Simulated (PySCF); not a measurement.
Species: C₅H₇ClF (doublet state).
Z-matrix (Å and degrees, GFN2-xTB geometry), rows numbered from 1:
```
C 
C   1  1.4680
F   2  1.3807  1  111.22
C   2  1.5251  1  107.45  3   119.87
C   4  1.4947  2  116.07  1   -87.03
C   4  1.3273  2  121.76  1    90.15
Cl  6  1.7227  4  123.87  2     2.34
H   1  1.0699  2  119.28  3   161.74
H   1  1.0711  2  119.72  3   -27.77
H   2  1.0991  1  112.40  3  -119.28
H   5  1.0859  4  110.83  2  -178.70
H   5  1.0888  4  110.04  2    60.47
H   5  1.0887  4  109.79  2   -57.81
H   6  1.0785  4  122.83  2  -177.54
```

The hyperfine couplings belong to this conformer and change with its torsions.

Identity: `[CH2][C@@H](F)/C(C)=C\Cl` [radical].

Method: UKS B3LYP, pcH-1 on C Cl F H, non-relativistic, mean-field spin-orbit, GIAO (PySCF 2.14.0). Isolated species at its GFN2-xTB geometry (one conformer only). The geometry wasn't refined by DFT: couplings that depend on bond lengths, twists or pyramidal angles can differ widely from those at the functional's own minimum. Stability of the SCF solution: not tested.

Largest spin populations (Mulliken): C1 (+1.05) and C2 (-0.07). C1 is the only atom above +0.15. The angles at C1 add up to 359.3°, so it is planar; its axial dipolar tensor and the negative couplings of its protons fit spin in a p orbital normal to that plane.

(1) McConnell's relation a(H) = Q·ρ ties the coupling of a proton on a planar π carbon to the spin population of that carbon. What Q do the computed values give?

Answers

(1) 
| H | C | ρ(C) | a(H) (G) | a/ρ (G) |
| --- | --- | --- | --- | --- |
| H8 | C1 | +1.053 | -22.42 | -21.3 |
| H9 | C1 | +1.053 | -22.13 | -21.0 |

These protons share one ρ (within 0.01), so their mean ratio, Q = -21.2 G, is no test of linearity. In every row coupling and population have opposite signs.

Couplings in gauss use g_iso = 2.0028.
